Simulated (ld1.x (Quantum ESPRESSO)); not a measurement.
# aluminium: one change to a TM semilocal potential, before and after

Al (Z = 13), norm-conserving Troullier–Martins (semilocal form), made with ld1.x (Quantum ESPRESSO) 7.5 (PBE, scalar-relativistic). Core [Ne], reference 3s2 3p0 (charge +1). Waves: 3s (bound): rc 1.65 bohr; 3d channel at -0.15 Ry: rc 2.45 bohr; 3p (bound, empty): rc 2.35 bohr. Local part: the p channel. Core correction: a·sin(br)/r model core inside 1.15 bohr.

Change: wave 3p (bound): rc 2.35 bohr becomes 3p (bound): rc 3.44 bohr.

Cutoffs: the cutoffs (Ry, on a coarse ladder) from which the occupation-weighted sum of valence levels, in a spherical-Bessel basis at the reference potential, stays within 10 and 1 mRy of its value at 400 Ry; they do not see the model core or the augmentation charge, which bear on the density cutoff. Errors are all-electron minus pseudo energies relative to the spin-unpolarised reference configuration.

Q: How do hardness, ghosts and transferability respond?

A: The potential gets neither clearly harder nor softer (10 Ry and 30 Ry → 10 Ry and 30 Ry); of the 7 tests that both files solve, the error grows in 0 and shrinks in 6 by more than 15 % and 0.3 meV (median size 2.7 → 1.2 meV); neither file shows a bound ghost. That the errors move this way runs against the usual rule that smaller radii transfer better. A semilocal file is local in each channel, so a ghost entry of none says nothing of the separable form that plane-wave codes build from it.

| quantity | base | changed |
| --- | --- | --- |
| cutoff, loose | 10 Ry | 10 Ry |
| cutoff, tight | 30 Ry | 30 Ry |
| bound ghosts | none | none |
| error for 3s2 3p1, meV [ΔE -5.76 eV] | +2.1 | +1.2 |
| error for 3s1 3p0, meV [ΔE 19.23 eV] | +4.7 | +4.6 |
| error for 3s2 3p0.5, meV [ΔE -3.68 eV] | +0.8 | +0.3 |
| error for 3s1 3p2, meV [ΔE -0.62 eV] | -3.1 | -0.5 |
| error for 3s2 3p1.3, meV [ΔE -6.34 eV] | +2.7 | +1.9 |
| error for 3s1 3p1, meV [ΔE 5.81 eV] | -2.7 | +1.3 |
| error for 3s0 3p3, meV [ΔE 4.69 eV] | -13 | -0.2 |
